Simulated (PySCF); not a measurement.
## Heteronuclear NMR

Structure with atom numbers: `[CH2:1]=[CH:2][C@@H:3]([C:4](=[O:5])[NH:6][CH3:7])[CH:8]([Cl:9])[Cl:10]`. Each H is labelled by its parent atom. Ha(C1) is cis to C3; Hb(C1) is trans to C3.

Theoretical values (PySCF 2.14): geometry: PBE0-D3(BJ)/def2-SVP, GIAO PBE0/pcSseg-1 shieldings. One computed conformer, no solvent model, relativity neglected, rapidly exchanging positions averaged.

(1) Where does 15N resonate?

(2) Where does 17O resonate?

Results:

(1) 
| atoms | environment | σ (ppm) | δ (ppm) |
| --- | --- | --- | --- |
| N6 | amide-type nitrogen | 139.5 | -278.2 |

Shieldings were converted by a linear fit to measured shifts: 15N: δ = -150.45 − 0.916σ (rms 7.2 ppm, 79 shifts vs CH3NO2, solution or neat liquid). A few per cent of atoms miss by over 2 rms, more outside the fitted compound classes.

On a 300 MHz spectrometer 15N resonates near 30.4 MHz, so 1 ppm is 30.4 Hz.

(2) 
```tsv
atoms	environment	σ (ppm)	δ (ppm)
O5	amide-type carbonyl oxygen	-48.6	307.4
```

Shieldings were converted by a linear fit to measured shifts: 17O (scatter 13.4 ppm rms, 14.2 ppm with the 1 outlier that the fit left out vs liquid water, solution or neat liquid). A few per cent of atoms miss by over 2 rms, more outside the fitted compound classes.

On a 600 MHz spectrometer 17O resonates near 81.3 MHz, so 1 ppm is 81.3 Hz.

Hydrogen bonding in solution shields acid and N–H amide carbonyl oxygens by tens of ppm.
